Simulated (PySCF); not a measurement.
Working out the excitation energy of In⁺

In⁺ [Kr] 4d10 5s2 (1S) → In⁺ [Kr] 4d10 5s1 5p1 (3P). Computed with PySCF 2.14 in aug-cc-pVTZ-PP with ECP28MDF (6s5p4d2f, 55 functions), with scalar relativity through the core potential. Frozen: 4s2 4p6 4d10. Energies in hartree (1 hartree = 27.21139 eV):

```tsv
part	In⁺ (lower)	In⁺ (upper)
UHF	-189.018767	-188.868416
CCSD correlation	-0.032710	-0.003469
(T)	0.000000	0.000000
```

Task: What does Hartree-Fock give?

Result: (-188.868416) − (-189.018767) = 0.150351 hartree = 4.091 eV.

Task: What do CCSD and CCSD(T) give?

Result: The CCSD correlation energies differ by 0.029241 hartree = 0.796 eV and the triples by 0.000000 hartree = 0.000 eV, so CCSD gives 4.887 eV and CCSD(T) 4.887 eV.

Measured between the centres of the two terms (NIST): 5.531 eV, so CCSD(T) (valence) is off by -0.644 eV.

What remains against the reference includes basis incompleteness, the frozen core and higher excitations.
